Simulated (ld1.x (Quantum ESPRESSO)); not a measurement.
# What the settings do to the ultrasoft potential of fluorine

Base potential:

ld1.x (Quantum ESPRESSO) 7.5 input, shortened:

```
&input
   title='F', zed=9., rel=1, dft='PZ', iswitch=3,
   config='[He] 2s2 2p5 3d-2'
 /
 &inputp
   pseudotype=3, tm=.true., lloc=-1, rcloc=0.85,
   nlcc=.true., new_core_ps=.true., rcore=0.55,
   which_augfun='PSQ', rmatch_augfun_nc=.true.
 /
6
2S  1  0   2.00   0.00  0.60  0.85  0.0
2S  1  0   0.00  -1.05  0.60  0.85  0.0
2P  2  1   5.00   0.00  1.45  1.60  0.0
2P  2  1   0.00  -0.25  1.45  1.60  0.0
3D  3  2  -2.00   0.25  0.90  1.20  0.0
3D  3  2  -2.00   1.20  0.90  1.20  0.0
 &test
   configts(1)='2s2 2p5'
 /
```

Cutoffs, loose and tight: the cutoffs (Ry, on a coarse ladder) from which the occupation-weighted sum of valence levels, in a spherical-Bessel basis at the reference potential, stays within 10 and 1 mRy of its value at 400 Ry. They do not see the model core or the augmentation charge, which bear on the density cutoff. Test errors are all-electron minus pseudo excitation energies from the reference, over the configurations 2s2 2p4; 2s2 2p3; 2s2 2p2; 2s2 2p4.5; 2s2 2p1; 2s1 2p6; 2s1 2p5 (two spin-polarised tests are not counted in the largest error). A dash means not determined; rows that change the core or the reference have their own tests.

A true bound ghost makes a file unfit for plane-wave use even where its test errors are small: the radial tests pick states by their node count and pass the ghost by.

Cutoffs are not given where the Bessel-basis levels miss the radial ones by over 6 mRy, ghosts where they miss by over 20 mRy; a channel whose overlap is not positive is not tested.

A file whose overlap is not positive is unfit for use, and its test errors describe a broken file.

```tsv
change	outcome	bound ghosts	largest test error (meV)
base	generated, overlap not positive	not determined (overlap not positive)	+2657
waves 2s (bound): rcut 0.54, rcutus 0.58 bohr; 2s channel at -1.05 Ry: rcut 0.54, rcutus 0.58 bohr	generated, overlap not positive	s (d not tested, overlap not positive)	+2682
waves 2s (bound): rcut 0.60, rcutus 0.68 bohr; 2s channel at -1.05 Ry: rcut 0.60, rcutus 0.68 bohr	generated, overlap not positive	not determined (overlap not positive)	+2665
waves 2s (bound): rcut 0.60, rcutus 0.82 bohr; 2s channel at -1.05 Ry: rcut 0.60, rcutus 0.82 bohr	generated, overlap not positive	not determined (overlap not positive)	+2657
waves 2s (bound): rcut 0.60, rcutus 1.00 bohr; 2s channel at -1.05 Ry: rcut 0.60, rcutus 1.00 bohr	generated, overlap not positive	not determined (overlap not positive)	+2663
waves 2s (bound): rcut 0.60, rcutus 1.14 bohr; 2s channel at -1.05 Ry: rcut 0.60, rcutus 1.14 bohr	generated, overlap not positive	not determined (overlap not positive)	+2681
waves 2s (bound): rcut 0.60, rcutus 1.26 bohr; 2s channel at -1.05 Ry: rcut 0.60, rcutus 1.26 bohr	generated, overlap not positive	not determined (overlap not positive)	+2711
```

Reading the sweep of the s radius (base included, trends over the rows without a ghost): Bound ghosts are found at 0.58 bohr. Every judged row has one, so this setting neither creates nor removes them.
